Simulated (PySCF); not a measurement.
NMR data simulated for an unnamed compound:

¹H NMR (400 MHz, computed): δ 6.12 (m, 1H), 5.97 (m, 1H), 2.20 (q, 2H), 2.14 (m, 2H), 2.01 (m, 2H), 1.92 (s, 3H), 1.02 (t, 3H).

¹³C{¹H} NMR (computed): δ 139.2 (C), 137.5 (CH), 134.9 (C), 131.8 (CH), 32.2 (CH2), 30.8 (CH2), 27.3 (CH2), 21.4 (CH3), 18.0 (CH3).

PySCF 2.14.0 with density-fitted response routines calculation with structure optimised with GFN2-xTB and shieldings: GIAO PBE0/pcSseg-1; rapidly exchanging positions averaged, non-relativistic, one conformer, isolated molecule.

References, each an isolated molecule treated in the same way: ¹H (31.72 ppm) and ¹³C (186.93 ppm) vs TMS.

Problem. Which of these does the molecule contain: a heteroaromatic ring, a CH3CH2 unit, a vinyl group CH=CH2, a three-membered ring, a non-aromatic C=C double bond?

Solution. 
- A heteroaromatic ring: no.
- A CH3CH2 unit: yes (δC 18.0, 30.8; δH 1.02 (t), 2.20 (q)).
- A vinyl group CH=CH2: no.
- A three-membered ring: no.
- A non-aromatic C=C double bond: yes.

The data belong to SMILES CC1=C(CC)C=CCC1, C₉H₁₄; they needn't prove each group on their own.

Carbon signals by region: 4 in the sp2 and nitrile region (100–160 ppm), 5 below 50 ppm.

Shifts are as computed. Against solution values, carbons near 30 ppm lie about +3 ppm off and those near 130 ppm about +5 ppm. Of 1211 compounds with measured shifts, 218 miss one by over three times the rms of a fit or turn the order of signals round; such compounds aren't used in these exercises. Multiplicities follow the n + 1 count of equivalent neighbours, as no J values were calculated; m marks all less simple cases, F and P coupling included.
